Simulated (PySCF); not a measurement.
A series of related compounds: SMILES CC(C)/C=C(/C(=O)F)C(F)(F)F, C7H8F4O; SMILES C(/C(=O)F)(=C\F)C(F)(F)F, C4HF5O; `O=C(F)/C(=C/[SiH3])C(F)(F)F`, C4H4F4OSi; SMILES Cl/C=C(/C(=O)F)C(F)(F)F, C4HClF4O; SMILES O=C(F)/C(=C\C(F)(F)F)C(F)(F)F, C5HF7O; `C=C/C=C(/C(=O)F)C(F)(F)F`, C6H4F4O; `InChI=1S/C4H2F4O/c1-2(3(5)9)4(6,7)8/h1H2`; `CC/C=C(/C(=O)F)C(F)(F)F`, C6H6F4O.

One conformer, no relativistic terms, averaged over atoms made equivalent by symmetry, fast rotation or ring inversion, in vacuum. GIAO PBE0/pcSseg-1 shieldings; coordinates at the GFN2-xTB level; PySCF 2.14.

Referencing at the same level of theory: H2O for ¹⁷O.

How does the ¹⁷O shift change along the series?

## Answers


```tsv
compound	change	δ (ppm)	HOMO–LUMO gap (eV)
CC(C)/C=C(/C(=O)F)C(F)(F)F	H replaced by iPr	445.3	6.73
O=C(F)/C(=C/F)C(F)(F)F	H replaced by F	455.8	6.92
O=C(F)/C(=C/[SiH3])C(F)(F)F	H replaced by SiH3	448.6	6.48
O=C(F)/C(=C/Cl)C(F)(F)F	H replaced by Cl	450.6	6.21
O=C(F)/C(=C\C(F)(F)F)C(F)(F)F	H replaced by CF3	475.6	6.48
C=C/C=C(/C(=O)F)C(F)(F)F	H replaced by vinyl	450.0	5.27
C=C(C(=O)F)C(F)(F)F	base	454.6	6.91
CC/C=C(/C(=O)F)C(F)(F)F	H replaced by C2H5	423.8	6.46
```
